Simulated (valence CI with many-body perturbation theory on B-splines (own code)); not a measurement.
**Sc8+: electric-dipole lines**

Computed by valence CI with perturbative core correlation (CI+MBPT): three valence electrons over a frozen Dirac-Fock core [Ne], a basis of 11 s, 11 p, 9 d, 7 f, 5 g, 2 h, 1 i functions for each j, with the one-electron correlation potential Σ1, the two-electron term Σ2, the three-electron term Σ3, Breit, model QED; selected CI, second order for the rest, scaled by the run's own slope (own B-spline code, finite nucleus).

No measured spectrum was set against this ion. As an estimate, levels of excited configurations hold to 0.05 to 0.15 % of their energy, terms of the ground configuration to about 0.5 %.

Lines 101 to 150 of 257 in falling wavelength, among levels below 739900 cm⁻¹, chosen from the strongest by gf and those to the six lowest levels. Wavelengths and rates use the calculated energies, so an error of 200 cm⁻¹ moves a line at 41.44 nm by 0.083 % and its rate by three times that or more. Electric multipoles are in the length gauge, E1 and E2 with the static RPA response of the core. Weak lines are less certain than strong ones. Lines between different terms over intervals too small for the method are left out, as are lines whose strength nearly cancels. Where a level lies close to another of its J and parity, the split of strength between their lines is uncertain. The highest levels of a list are the least certain.

Names give the largest LS component (configuration and term), which can be under half, so a name can repeat, a term be missing and a line seem to break the LS rules; names also repeat where a configuration has a term twice. Letters in brackets count levels of one name in rising energy.

| λ vac (nm) | Upper | Lower | A (s⁻¹) | S (a.u.) with core polarisation | S without |
| --- | --- | --- | --- | --- | --- |
| 41.44 | 3p2 3d 2P_3/2 [b] | 3s 3p 3d 2D°_5/2 [a] | 2.08e+09 | 2.93e-01 | 3.04e-01 |
| 41.07 | 3s 3p 3d 2P°_1/2 [b] | 3s2 3d 2D_3/2 | 1.58e+10 | 1.08e+00 | 1.13e+00 |
| 41.06 | 3s 3p 3d 2P°_3/2 [b] | 3s2 3d 2D_5/2 | 1.56e+10 | 2.13e+00 | 2.21e+00 |
| 40.77 | 3p2 3d 2D_3/2 [b] | 3s 3p 3d 2D°_3/2 [a] | 2.93e+09 | 3.92e-01 | 4.07e-01 |
| 40.42 | 3s 3p 3d 2D°_3/2 [b] | 3s2 3d 2D_3/2 | 1.13e+10 | 1.48e+00 | 1.54e+00 |
| 40.36 | 3s 3p 3d 2D°_5/2 [b] | 3s2 3d 2D_5/2 | 1.05e+10 | 2.04e+00 | 2.12e+00 |
| 40.22 | 3p2 3d 2D_5/2 [b] | 3s 3p 3d 2D°_5/2 [a] | 2.92e+09 | 5.63e-01 | 5.85e-01 |
| 39.95 | 3s 3p2 2P_1/2 | 3s2 3p 2P°_3/2 | 9.68e+09 | 6.10e-01 | 6.36e-01 |
| 39.43 | 3s 3p2 2P_3/2 | 3s2 3p 2P°_3/2 | 1.87e+10 | 2.26e+00 | 2.35e+00 |
| 39.19 | 3p2 3d 2F_5/2 [a] | 3p3 2D°_3/2 | 1.46e+09 | 2.61e-01 | 2.71e-01 |
| 39.05 | 3s 3p2 2P_1/2 | 3s2 3p 2P°_1/2 | 1.21e+10 | 7.13e-01 | 7.43e-01 |
| 39.01 | 3p2 3d 2F_5/2 [b] | 3s 3p 3d 2D°_3/2 [a] | 6.39e+09 | 1.12e+00 | 1.17e+00 |
| 38.94 | 3p2 3d 2F_7/2 [a] | 3p3 2D°_5/2 | 1.78e+09 | 4.16e-01 | 4.32e-01 |
| 38.82 | 3p2 3d 2F_7/2 [b] | 3s 3p 3d 2D°_5/2 [a] | 6.92e+09 | 1.60e+00 | 1.66e+00 |
| 38.55 | 3s 3p2 2P_3/2 | 3s2 3p 2P°_1/2 | 4.00e+09 | 4.52e-01 | 4.71e-01 |
| 38.02 | 3p2 3d 2D_5/2 [a] | 3p3 2P°_3/2 | 2.78e+09 | 4.52e-01 | 4.70e-01 |
| 37.97 | 3s 3p 3d 4P°_5/2 | 3s 3p2 2D_3/2 | 7.24e+06 | 1.17e-03 | 1.22e-03 |
| 37.83 | 3p2 3d 2D_3/2 [a] | 3p3 2P°_1/2 | 2.70e+09 | 2.89e-01 | 3.00e-01 |
| 37.79 | 3s 3p 3d 4P°_3/2 | 3s 3p2 2D_3/2 | 7.53e+07 | 8.02e-03 | 8.34e-03 |
| 37.63 | 3s 3p 3d 4D°_1/2 | 3s 3p2 2D_3/2 | 6.83e+05 | 3.59e-05 | 3.77e-05 |
| 37.36 | 3s 3p 3d 4P°_1/2 | 3s 3p2 2D_3/2 | 5.18e+06 | 2.67e-04 | 2.75e-04 |
| 37.30 | 3p2 3d 4P_5/2 | 3p3 2P°_3/2 | 1.06e+09 | 1.63e-01 | 1.70e-01 |
| 37.27 | 3s 3p 3d 4D°_3/2 | 3s 3p2 2D_3/2 | 4.22e+06 | 4.31e-04 | 4.45e-04 |
| 37.21 | 3s 3p 3d 4D°_5/2 | 3s 3p2 2D_3/2 | 3.25e+06 | 4.96e-04 | 5.16e-04 |
| 37.10 | 3p3 2P°_3/2 | 3s 3p2 4P_5/2 | 3.57e+07 | 3.59e-03 | 3.75e-03 |
| 36.98 | 3s 3p 3d 4F°_3/2 | 3s 3p2 4P_5/2 | 2.17e+06 | 2.17e-04 | 2.25e-04 |
| 36.82 | 3s 3p 3d 4F°_5/2 | 3s 3p2 4P_5/2 | 9.91e+06 | 1.46e-03 | 1.52e-03 |
| 36.72 | 3p3 2P°_1/2 | 3s 3p2 4P_3/2 | 3.14e+06 | 1.54e-04 | 1.60e-04 |
| 36.68 | 3p2 3d 2P_3/2 [a] | 3p3 2D°_5/2 | 8.96e+09 | 8.73e-01 | 9.08e-01 |
| 36.68 | 3p3 2P°_3/2 | 3s 3p2 4P_3/2 | 7.27e+07 | 7.08e-03 | 7.38e-03 |
| 36.59 | 3p2 3d 2P_3/2 [a] | 3p3 2D°_3/2 | 1.46e+09 | 1.41e-01 | 1.47e-01 |
| 36.59 | 3s 3p 3d 4F°_7/2 | 3s 3p2 4P_5/2 | 3.51e+07 | 6.78e-03 | 7.01e-03 |
| 36.56 | 3s 3p 3d 4F°_3/2 | 3s 3p2 4P_3/2 | 3.99e+06 | 3.85e-04 | 3.97e-04 |
| 36.43 | 3p3 2P°_1/2 | 3s 3p2 4P_1/2 | 2.18e+06 | 1.04e-04 | 1.08e-04 |
| 36.40 | 3s 3p 3d 4F°_5/2 | 3s 3p2 4P_3/2 | 2.13e+07 | 3.04e-03 | 3.15e-03 |
| 36.39 | 3p3 2P°_3/2 | 3s 3p2 4P_1/2 | 2.20e+07 | 2.09e-03 | 2.19e-03 |
| 36.28 | 3p2 3d 4D_1/2 | 3p3 2D°_3/2 | 5.37e+09 | 2.53e-01 | 2.63e-01 |
| 36.27 | 3s 3p 3d 4F°_3/2 | 3s 3p2 4P_1/2 | 8.44e+06 | 7.96e-04 | 8.24e-04 |
| 35.97 | 3s 3p 3d 2P°_3/2 [a] | 3s 3p2 2P_3/2 | 7.04e+09 | 6.47e-01 | 6.72e-01 |
| 35.82 | 3s 3p 3d 2D°_3/2 [a] | 3s 3p2 2D_5/2 | 1.85e+09 | 1.68e-01 | 1.74e-01 |
| 35.82 | 3s 3p 3d 2D°_5/2 [a] | 3s 3p2 2D_5/2 | 1.87e+10 | 2.54e+00 | 2.64e+00 |
| 35.78 | 3s 3p 3d 2D°_3/2 [a] | 3s 3p2 2D_3/2 | 1.85e+10 | 1.67e+00 | 1.74e+00 |
| 35.77 | 3s 3p 3d 2D°_5/2 [a] | 3s 3p2 2D_3/2 | 1.70e+09 | 2.30e-01 | 2.39e-01 |
| 35.76 | 3p2 3d 2P_1/2 [a] | 3p3 2D°_3/2 | 5.89e+09 | 2.66e-01 | 2.77e-01 |
| 35.30 | 3s 3p 3d 2P°_1/2 [a] | 3s 3p2 2P_1/2 | 1.05e+10 | 4.55e-01 | 4.72e-01 |
| 34.28 | 3p2 3d 2P_1/2 [b] | 3p3 2P°_3/2 | 3.96e+09 | 1.58e-01 | 1.64e-01 |
| 34.25 | 3p2 3d 2P_1/2 [b] | 3p3 2P°_1/2 | 1.70e+10 | 6.73e-01 | 6.98e-01 |
| 34.16 | 3p2 3d 2P_3/2 [b] | 3p3 2P°_3/2 | 1.15e+10 | 9.09e-01 | 9.42e-01 |
| 34.13 | 3p2 3d 2P_3/2 [b] | 3p3 2P°_1/2 | 4.04e+09 | 3.17e-01 | 3.29e-01 |
| 33.71 | 3p2 3d 2D_3/2 [b] | 3p3 2P°_3/2 | 5.27e+09 | 3.99e-01 | 4.13e-01 |
